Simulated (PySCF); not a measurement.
Working with the constants of CaPb⁻

ROHF constants of CaPb⁻, ⁴Σ⁻ (quartet), unpaired electrons σ ↑, π ↑↑ (basis Ca def2-SVPD, Pb def2-SVPD with ECP60; scalar-relativistic core potentials; PySCF 2.14; masses 39.9626 and 207.9766 u):

* ωe: 99.6 cm⁻¹
* ωexe: 0.465 cm⁻¹
* Be: 0.04159 cm⁻¹
* αe: 0.000267 cm⁻¹
* D (centrifugal): 2.9e-08 cm⁻¹
* De to Ca + Pb⁻: 0.84 eV

(1) Give the vibrational terms G(v) and spacings up to v = 6.

(2) How well does the Morse estimate ωe²/(4ωexe) reproduce De, and what is D0?

These are scalar-relativistic numbers at best; spin–orbit coupling would shift them, the dissociation energy most. For an ion De counts to the pair picked by the measured ionisation energies or electron affinities, which need not be the lowest pair at this level. Hartree–Fock leaves out correlation, which carries a large part of most bond energies and some tenths to 1 eV of ionisation energies. The state is the lowest determinant that a PBE0 search found; another state may lie lower at other levels.

## Answers

(1) G(v) = ωe(v+½) − ωexe(v+½)².

```json
{"v": "0", "G(v) (cm⁻¹)": "49.7", "G(v) − G(v−1)": "", "Bv (cm⁻¹)": "0.04146"}
{"v": "1", "G(v) (cm⁻¹)": "148.4", "G(v) − G(v−1)": "98.7", "Bv (cm⁻¹)": "0.04119"}
{"v": "2", "G(v) (cm⁻¹)": "246.1", "G(v) − G(v−1)": "97.7", "Bv (cm⁻¹)": "0.04092"}
{"v": "3", "G(v) (cm⁻¹)": "342.9", "G(v) − G(v−1)": "96.8", "Bv (cm⁻¹)": "0.04066"}
{"v": "4", "G(v) (cm⁻¹)": "438.8", "G(v) − G(v−1)": "95.9", "Bv (cm⁻¹)": "0.04039"}
{"v": "5", "G(v) (cm⁻¹)": "533.7", "G(v) − G(v−1)": "94.9", "Bv (cm⁻¹)": "0.04012"}
{"v": "6", "G(v) (cm⁻¹)": "627.8", "G(v) − G(v−1)": "94.0", "Bv (cm⁻¹)": "0.03985"}
```

(2) It gives 0.66 eV, 79 % of the computed De. D0 = De − G(0) = 0.84 − 0.01 = 0.83 eV.
